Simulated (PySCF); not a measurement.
# Reading the logs of faulty runs: BClGeH3

These are calculations, not measurements. They come from PySCF 2.14.0, an open-source quantum chemistry program, on an isolated molecule that a program drew, which may never have been made. The molecule is BClGeH3 (charge 0, doublet), drawn as the SMILES string `[BH][GeH2][Cl]`.

Each row is a Hartree-Fock (HF) and frozen-core CCSD(T) single point in the cc-pV(D+d)Z basis, meant for a local HF minimum. Run 1 is clean. Each other run has one planted mistake out of seven kinds, and not every kind appears here: one electron removed, one electron added, multiplicity raised by two, geometry at a saddle point, minimal basis STO-3G, one bond length entered in bohr, all coordinates scaled. The reference is restricted for singlets and unrestricted otherwise, and also for a bond in bohr. Adding or removing an electron swaps singlet and doublet. Electrons count all cores. HOMO and LUMO are orbital energies over both spins, the gradient is its largest component, and the lowest frequency (negative if imaginary) is given only where the gradient is small. Bond lengths are over the 5 bonds as drawn. T1 is the CCSD diagnostic: over 0.02 (restricted) or 0.045 (unrestricted) a single reference is doubtful. Germanium has the cc-pVDZ-PP basis, with a core potential (ECP10MDF) in place of its 10 inner electrons, and its 3s, 3p and 3d shells are frozen in CCSD(T).

Geometry of the clean run:
```xyz
6
BClGeH3, angstrom
B    -1.0901    0.8976   -0.4840
Ge    0.8987    1.3619   -0.7422
Cl    2.2216   -0.0623    0.2777
H    -1.6873    0.0395    0.0879
H     1.2986    1.3043   -2.2133
H     1.2353    2.7255   -0.1466
```

```
run  electrons  basis functions  <S^2>  HOMO (eV)  LUMO (eV)  gradient (hartree/bohr)  lowest frequency (cm^-1)  mean bond (Å)  longest bond (Å)      T1  HF (hartree)  CCSD(T) (hartree)                          mistake
  1         57               75  0.757      -9.52       0.61                  1.9e-05                       163         1.6993             2.195  0.0124    -779.27018         -779.61098                         no fault
  2         56               75  0.000     -16.71      -7.12                  5.8e-02                         -         1.6993             2.195  0.0209    -778.96376         -779.30147             one electron removed
  3         57               75  1.637      -9.36      -0.07                  6.5e-03                         -         1.9708             2.883  0.0386    -779.17032         -779.49908  one bond length entered in bohr
  4         57               75  3.763      -8.60      -2.58                  5.2e-02                         -         1.6993             2.195  0.0288    -779.14276         -779.47881                                ?
```

**Which mistake was planted in run 4, and what did it cost?**

Electrons, basis and geometry are unchanged, and <S^2> is 3.763, beside S(S+1) = 3.75 for a multiplicity of 4. So the mistake is: multiplicity raised by two. Subtracting run 1 and multiplying by 627.51 kcal/mol a hartree, the energy moved by 80.0 kcal/mol in HF and 82.9 kcal/mol in CCSD(T).

Cautions from the logs. Run 2: T1 is over the limit, so its CCSD(T) energy is less reliable.
